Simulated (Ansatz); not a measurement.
`CC[O][In]([O]CC)[O]CC`, relaxed with RKS PBE-D4/def2-SVP in Ansatz from a rough embedded geometry. The force threshold is 0.03 eV/Å; the program also tests the step.

Total charge 0; spin multiplicity 1. In takes the def2 core potential.

Start:

```xyz
25

C     0.182    1.631   -1.942
C     1.371    1.574   -1.015
O     0.975    1.353    0.329
In    0.720    1.024    2.095
O    -0.718    0.390    1.503
C    -1.890   -0.205    0.987
C    -2.889    0.888    0.690
O     1.568   -0.756    1.500
C     2.066   -1.837    0.741
C     1.021   -2.387   -0.193
H    -0.554    2.416   -1.586
H     0.449    1.768   -2.965
H    -0.449    0.635   -1.799
H     1.882    2.525   -1.084
H     2.050    0.769   -1.362
H    -2.301   -0.956    1.716
H    -1.640   -0.755    0.050
H    -3.180    1.411    1.637
H    -2.505    1.625   -0.051
H    -3.884    0.426    0.291
H     2.921   -1.427    0.201
H     2.443   -2.554    1.456
H     0.183   -2.748    0.450
H     0.684   -1.597   -0.872
H     1.494   -3.215   -0.776
```

Problem. How much energy does the relaxation release, and in how many steps? (Estimate.)

Solution. Ansatz gave: 6.78 eV, in 27 steps.

Problem. Which bonds change most? (Estimate.)

Solution. Computed: In4–O5 from 1.680 to 2.029 Å; O3–In4 from 1.815 to 2.035 Å; C1–H13 from 1.188 to 1.110 Å; C7–H20 from 1.167 to 1.110 Å.

Problem. Give the relaxed structure. (Best estimate.)

Solution. Computed: 
```xyz
25

C     0.322    1.771   -2.288
C     1.584    1.926   -1.446
O     1.881    0.792   -0.647
In    0.421   -0.017    0.518
O    -1.370    0.923    0.678
C    -2.419    0.382    1.475
C    -3.705    1.128    1.146
O     0.743   -1.758    1.510
C     1.925   -2.492    1.232
C     2.175   -2.716   -0.257
H    -0.575    1.654   -1.638
H     0.150    2.661   -2.930
H     0.399    0.881   -2.947
H     1.507    2.854   -0.827
H     2.465    2.072   -2.115
H    -2.194    0.490    2.565
H    -2.564   -0.710    1.293
H    -3.585    2.212    1.342
H    -3.965    1.000    0.076
H    -4.548    0.751    1.761
H     2.825   -2.012    1.692
H     1.803   -3.477    1.742
H     1.315   -3.243   -0.722
H     2.322   -1.745   -0.782
H     3.087   -3.325   -0.430
```
